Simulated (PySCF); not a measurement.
Species: C6H6N (doublet state).
Structure used (GFN2-xTB), in Å, numbered top down from 1:
```
atom  x, y, z in Å
N1     4.314    0.279   -1.012
C2     3.233    0.017   -0.647
C3     2.025   -0.295   -0.226
C4     0.801   -0.520    0.152
C5    -0.349    0.352   -0.143
C6    -1.697   -0.282   -0.380
C7    -1.449    0.472    0.882
H8     0.568   -1.411    0.731
H9    -0.103    1.236   -0.718
H10   -2.328    0.158   -1.136
H11   -1.764   -1.359   -0.330
H12   -1.909    1.440    1.009
H13   -1.348   -0.086    1.801
```

The hyperfine couplings belong to this conformer and change with its torsions.

The species is `N#C/[C]=C\C1CC1` [radical].

Method: PySCF, UKS B3LYP, pcH-1 on C H N, non-relativistic, mean-field spin-orbit, GIAO. One conformer (not necessarily the lowest) at the GFN2-xTB geometry, without solvent, vibrations or thermal averaging. A GFN2-xTB geometry isn't a minimum of the functional, and hyperfine couplings can be far from their values at a DFT geometry. The SCF solution wasn't tested for stability. ⟨S²⟩ is 0.774 where a pure state has 0.75.

The isotropic 13C couplings, averaged over equivalent nuclei, are +78.2, +71.7, -68.7, -48.9, -4.2 MHz. Assign them to C2; C3; C4; C5; C6/C7.

```tsv
site	a_iso (MHz)	ρ(0) (bohr⁻³)	position	distance from C3 (Å)	spin population	largest |T| (MHz)
C2	-68.7	-0.0612	1 bond from N1	1.32	-0.24	25.2
C3	+71.7	+0.0638	largest spin population	0.00	+0.81	120.6
C4	-48.9	-0.0435	1 bond from C3	1.30	-0.16	15.9
C5	+78.2	+0.0696	2 bonds from C3	2.46	+0.05	9.3
C6/C7	-4.2	-0.0037	3 bonds from C3	3.73	0.00	0.2
```

ρ(0) is the spin density at the nucleus and T the dipolar tensor; entries for several nuclei are means. The Mulliken spin populations are largest on C3 (+0.81), N1 (+0.49), C2 (-0.24) and C4 (-0.16). Main spin sites, with 60 % or more of the largest population: N1, C3; positions count bonds from the nearest.
